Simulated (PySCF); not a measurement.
## Shieldings and the share of exact exchange

Molecule: SMILES B/C(F)=C/OC, C3H6BFO.

Atom-mapped SMILES (the numbers label the heavy atoms): `[BH2:1]/[C:2]([F:3])=[CH:4]/[O:5][CH3:6]` (H(Xn): hydrogen on atom n).

GIAO shieldings (ppm, equivalent atoms averaged) in PySCF 2.14 on the PBE0-D3(BJ)/def2-SVP geometry, basis pcSseg-2, gas phase, non-relativistic:

```tsv
functional	exact exchange (%)	σ(B1)	σ(C2)	σ(C6)	σ(F3)
BLYP	0	31.3	-1.1	111.4	297.7
BP86	0	33.8	5.2	115.9	298.3
PBE	0	32.3	4.6	116.1	296.0
B3LYP	20	34.5	5.2	116.9	319.2
mPW1PW91	25	37.0	12.0	121.8	323.5
BHandHLYP	50	40.3	14.1	124.1	346.7
HF	100	53.5	30.4	135.2	383.6
```

(1) Fit each shielding as a line in the percentage of exact exchange.

(2) What does the line predict for PBE0 (25 %), and what does the run give?

Answers

(1) σ(B1) = 31.8 + 0.21 x (rms 1.3 ppm); σ(C2) = 2.5 + 0.27 x (rms 2.5 ppm); σ(C6) = 114.5 + 0.21 x (rms 1.8 ppm); σ(F3) = 299.2 + 0.87 x (rms 2.6 ppm). The functionals also differ in their semilocal parts, which the line can't hold; Hartree–Fock has no correlation at all.

(2) σ(B1): 37.0 predicted, 36.5 computed; σ(C2): 9.2 predicted, 12.4 computed; σ(C6): 119.8 predicted, 122.5 computed; σ(F3): 320.9 predicted, 322.6 computed ppm.
